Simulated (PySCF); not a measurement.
C5H8O, charge -1, doublet, at a GFN2-xTB geometry (a state made from the parent by changing its charge; the spin is typed, not shown lowest) (in this run its highest filled SCF level lies above zero, so its values depend strongly on the basis, on diffuse functions most of all). Base run: SVWN5/6-31G run with PySCF.

Input for PySCF:
```python
from pyscf import gto, scf, dft

mol = gto.Mole()
mol.atom = '''
    O     0.885028    1.891381   -0.622251
    C     0.387565    0.857318    0.005160
    C     1.134796   -0.479395    0.115700
    C     0.060916   -1.555982   -0.035579
    C    -1.195791   -0.893375    0.525856
    C    -1.111285    0.535546    0.001167
    H     1.932003   -0.575989   -0.634860
    H     1.622843   -0.584639    1.103980
    H     0.303272   -2.496270    0.478802
    H    -0.093419   -1.780813   -1.095258
    H    -1.148806   -0.892888    1.619466
    H    -2.113876   -1.413906    0.225421
    H    -1.551043    0.592998   -1.015983
    H    -1.688396    1.235792    0.622609
'''
mol.basis = '6-31g'
mol.charge = -1
mol.spin = 1
mol.verbose = 4
mol.build()

mf = dft.UKS(mol)
mf.xc = 'lda,vwn'
mf.kernel()
mf.analyze()
```

The base run was repeated with changes; each row names its change, and settings that it needs were set with it.

| change | ΔE vs base (mEh) | fitting functions |
|---|---|---|
| base | 0.000 | - |
| auxbasis = cc-pvdz-jkfit | -0.222 | 604 |
| auxbasis = even-tempered beta=2.0 | -6.695 | 509 |
| auxbasis = def2-tzvp-ri | -0.397 | 576 |
| auxbasis = cc-pvtz-ri | -0.485 | 726 |
| auxbasis = def2-universal-jfit | -0.269 | 382 |
| auxbasis = cc-pvqz-jkfit | -0.043 | 1044 |
| auxbasis = default (with mf = mf.density_fit()) | -0.222 | 604 |
| auxbasis = even-tempered beta=3.0 | -11.202 | 341 |
| auxbasis = even-tempered beta=1.6 | -6.017 | 755 |

A fitting set is made for a task (jfit for Coulomb, jkfit for Coulomb and exchange, ri for correlation) and for a family of orbital bases.

Open shells are given as the SCF converged; they aren't shown to be the lowest states, and a large step between rows can be another state.
